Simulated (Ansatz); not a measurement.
FH9O3Si3Sn (`[F][Sn]([O][SiH3])([O][SiH3])[O][SiH3]`). Total charge 0; spin multiplicity 1. Sn takes the def2 core potential. The structure was optimised at the PBE0-D4/def2-TZVP level. It is one conformer, not always the lowest.

```xyz
17

F     1.259   -1.205   -1.681
Sn    0.314    0.030   -0.592
O    -1.553   -0.316   -0.830
Si   -2.463   -1.545   -1.445
O     0.854   -0.204    1.232
Si    0.529   -1.298    2.419
O     0.750    1.806   -1.139
Si    1.620    3.049   -0.495
H    -2.365   -1.575   -2.927
H    -3.866   -1.295   -1.037
H    -2.006   -2.852   -0.902
H    -0.344   -2.383    1.893
H    -0.165   -0.611    3.537
H     1.804   -1.881    2.903
H     2.999    2.604   -0.164
H     1.665    4.123   -1.515
H     0.967    3.553    0.741
```

Question: What is the dipole moment at r2SCAN/def2-TZVPP? (An estimate is asked.)

Answer: The calculation gave: 1.18 D, with components (-0.60, 0.36, 0.94) D in this frame, pointing from negative to positive charge.

Question: And with PBE, B3LYP, ωB97M-V? (Best estimate.)

Answer: The calculation gave: PBE 1.15 D, B3LYP 1.23 D, ωB97M-V 1.19 D.

Question: Give the Mulliken charges with r2SCAN, ωB97M-V, PBE in def2-TZVPP. (Best estimate.)

Answer: The calculation gave: 
| atom | r2SCAN | ωB97M-V | PBE |
| --- | --- | --- | --- |
| F1 | -0.45 | -0.45 | -0.42 |
| Sn2 | 1.55 | 1.51 | 1.38 |
| O3 | -0.60 | -0.58 | -0.51 |
| Si4 | 0.45 | 0.31 | 0.35 |
| O5 | -0.60 | -0.59 | -0.51 |
| Si6 | 0.46 | 0.33 | 0.36 |
| O7 | -0.60 | -0.58 | -0.50 |
| Si8 | 0.45 | 0.32 | 0.36 |
| H9 | -0.07 | -0.03 | -0.06 |
| H10 | -0.07 | -0.03 | -0.05 |
| H11 | -0.07 | -0.03 | -0.06 |
| H12 | -0.07 | -0.04 | -0.06 |
| H13 | -0.08 | -0.03 | -0.06 |
| H14 | -0.07 | -0.03 | -0.06 |
| H15 | -0.07 | -0.03 | -0.06 |
| H16 | -0.07 | -0.03 | -0.05 |
| H17 | -0.08 | -0.03 | -0.06 |

B3LYP here is the variant with VWN-RPA as its local correlation; programs differ in this.

Results of the Gaussian-basis code of Ansatz.
